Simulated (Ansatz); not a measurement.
**Energy profile**

The step: BH₃O₂ ([OH][BH][OH]) + SiH₄O ([OH][SiH3]) → BSiH₅O₃ ([OH][B]([OH])[O][SiH3]) + H₂; bonds formed: B1–O6, H2–H5; bonds broken: B1–H2, H5–O6 (atoms numbered as in the saddle structure below).

```
12
angstrom
B 1.0315 0.1815 -0.0664
H 1.1581 0.7752 -1.3231
O 1.8594 0.7714 0.8702
O 1.0663 -1.1996 -0.1857
H 0.1368 0.9103 -1.0198
O -0.4864 0.6916 -0.0371
Si -1.7848 -0.3638 0.0903
H 1.7458 1.7185 0.9536
H 1.7823 -1.5758 0.3302
H -1.8354 -1.2721 -1.0787
H -1.6749 -1.1246 1.3540
H -2.9988 0.4876 0.1123
```

Electronic energies by CCSD(T) at an estimated basis limit (MP2 extrapolated from triple and quadruple zeta, plus CCSD(T) − MP2 in triple zeta), on PBE0-D4/def2-TZVP structures; BSiH7O3, closed shell; no counterpoise correction. Ansatz 0.2.0; basis: def2-TZVPP and def2-QZVPP; cores frozen in the correlated methods. Extrapolation: Hartree–Fock as exp(−7.88 √X), correlation as X^−2.97.

(1) Give the profile in eV, counted from the separated reactants. (To be estimated.)

The T1 diagnostic stays at or below 0.013.

Results:

(1) By the calculation:
```json
{"point": "separated: BH3O2 (linked as [OH][BH][OH]; B1, H2, O3, O4, H8, H9; singlet) + SiH4O (linked as [OH][SiH3]; H5, O6, Si7, H10, H11, H12; singlet)", "eV": "0.000"}
{"point": "start structure", "eV": "-0.101"}
{"point": "saddle", "eV": "1.365"}
{"point": "end structure", "eV": "-1.132"}
{"point": "separated: BSiH5O3 (linked as [OH][B]([OH])[O][SiH3]; B1, O3, O4, O6, Si7, H8, H9, H10, H11, H12; singlet) + H2 (H2, H5; singlet)", "eV": "-1.101"}
```

The step is the kind of ligand exchange by which a precursor binds to a hydroxyl group, or is hydrolysed, in atomic layer deposition of oxides.

For scale, one of the runs: CCSD(T)/def2-TZVPP, 264 basis functions, launched by `ansatz run in.yaml --threads 8 --pin off --events-out ev --progress --plain --max-ram 19148MiB`. The run took 29 s on 8 CPU threads of an Intel Xeon 6975P-C (shared host), with 7.3 GiB of host memory at its peak.
